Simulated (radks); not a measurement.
Charge is removed step by step from the 5s1/2 level of Yb+, starting from [Xe] 4f14 6s1. Calculated with a radial shooting solver on a logarithmic mesh with Libxc functionals: Dirac Kohn-Sham, PBE, spin-unpolarised, spherical densities, finite nucleus; Fermi nuclear charge, rms radius 5.3108 fm.

removed (e)  E - E(0) (eV)  eigenvalue (eV)  E minus straight line (eV)
0                    0.000          -61.597                       0.000
0.1                  6.227          -62.948                      -0.633
0.2                 12.590          -64.319                      -1.130
0.3                 19.091          -65.708                      -1.489
0.4                 25.733          -67.115                      -1.708
0.5                 32.515          -68.537                      -1.785
0.6                 39.440          -69.975                      -1.720
0.7                 46.510          -71.426                      -1.510
0.8                 53.726          -72.891                      -1.154
0.9                 61.089          -74.368                      -0.651
1                   68.600          -75.858                       0.000

Removing the whole electron costs 68.600 eV by Delta-SCF, against 61.597 eV from minus the eigenvalue at the starting occupation. Slater's transition state (half an electron removed) gives 68.537 eV. Integrating minus the eigenvalue over the occupation (Janak's theorem) gives 68.600 eV. The mean slope of the eigenvalue, de/dn, is 14.3 eV per electron.
